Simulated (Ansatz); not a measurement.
Computed with Ansatz on PBE0-D4/def2-TZVP structures; ΔE is electronic, products minus reactants. CCSD(T)/CBS is the MP2 limit (def2-TZVPP, def2-QZVPP) plus CCSD(T) − MP2 in def2-TZVPP, frozen cores. This one scheme is used for every species. Elements past krypton have def2 core potentials. For Te outer-core shells are correlated without core-valence functions, which leaves a few kJ/mol of doubt a bond. Each species was taken in one conformer, which may not be the lowest.

Reaction (formal hydrolysis of the Si–Te bond): `C[SiH](N)[TeH]` + H₂O → `C[SiH](N)O` + H₂Te

`C[SiH](N)[TeH]`:

```xyz
11

C     1.331   -0.747    0.085
Si   -0.157    0.371    0.063
N    -1.419   -0.417    0.913
Te   -1.075    0.782   -2.233
H     1.100   -1.712   -0.371
H     1.672   -0.918    1.112
H     2.153   -0.293   -0.472
H     0.235    1.720    0.567
H    -2.337   -0.010    0.978
H    -1.213   -1.012    1.699
H    -0.290    2.236   -2.341
```

H₂O:

```xyz
3

O    -0.169   -0.119   -0.330
H     0.399   -0.628    0.252
H    -0.231    0.747    0.078
```

`C[SiH](N)O`:

```xyz
11

C    -0.139   -0.421   -1.391
Si    0.534    0.013    0.290
N    -0.760   -0.166    1.403
O     1.137    1.546    0.376
H     0.621   -0.250   -2.157
H    -0.431   -1.474   -1.440
H    -1.013    0.187   -1.640
H     1.730   -0.813    0.602
H    -0.610   -0.126    2.398
H    -1.552   -0.744    1.175
H     0.484    2.248    0.384
```

H₂Te:

Cartesian coordinates in Å:
```
Te 0.080 -0.126 -0.763
H -0.674 1.026 0.156
H 0.594 -0.901 0.607
```

| species | CCSD/CBS(def2) energy (Eh) |
| --- | --- |
| `C[SiH](N)[TeH]` | -653.80552 |
| H₂O | -76.37179 |
| `C[SiH](N)O` | -461.29294 |
| H₂Te | -268.90026 |

Task: Work out ΔE.

Result: ΔE = (-461.29294) + (-268.90026) − (-653.80552) − (-76.37179) = -0.01589 Eh = -41.7 kJ/mol. CCSD(T)/CBS gives -38.4 kJ/mol.

Largest T1 diagnostic among the species: 0.010.

In def2-TZVPP, CCSD(T) changes the Hartree–Fock value by +16.7 kJ/mol (the triples alone add +3.3 kJ/mol) and MP2 by +25.4 kJ/mol. The D4 term adds +9.1 kJ/mol with B3LYP and +5.1 kJ/mol with PBE0; it sums over pairs of atoms, weighted by their polarisabilities, and B3LYP, whose exchange is more repulsive, gets the larger term.

B3LYP here is the variant with VWN-RPA as its local correlation; programs differ in this.
